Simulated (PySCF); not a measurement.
MoF6, SMILES [F][Mo]([F])([F])([F])([F])[F], multiplicity 1. The structure is a stationary point at PBE-D3(BJ)/def2-SVP. The spin state was assumed, not searched. The isomer is the one that the SMILES or the coordinates give; other isomers of the formula were not compared. The def2 effective core potentials stand for the cores of Mo; spin–orbit coupling is left out.

Calculation: PBE-D3(BJ)/def2-SVP in PySCF.

Harmonic wavenumbers (cm⁻¹): 128, 128, 128, 251, 251, 251, 297, 297, 297, 641, 641, 707, 731, 731, 731. Rotational constants (GHz): 1.959, 1.959, 1.959; symmetry number 24.

**Question.** Work out the zero-point energy and the ideal-gas rigid-rotor harmonic-oscillator thermochemistry at 298.15 K and 1 atm.

**Answer.** ZPE = ½ Σ hcν = ½ × 6212 cm⁻¹ = 37.16 kJ/mol. H − E(el) = 61.41 kJ/mol. Entropy in J/(mol K): translation 175.43, rotation 91.35, vibration 84.77, total 351.55. G − E(el) = -43.40 kJ/mol. Cp = 121.60 J/(mol K). Modes under 150 cm⁻¹ make the vibrational entropy uncertain.
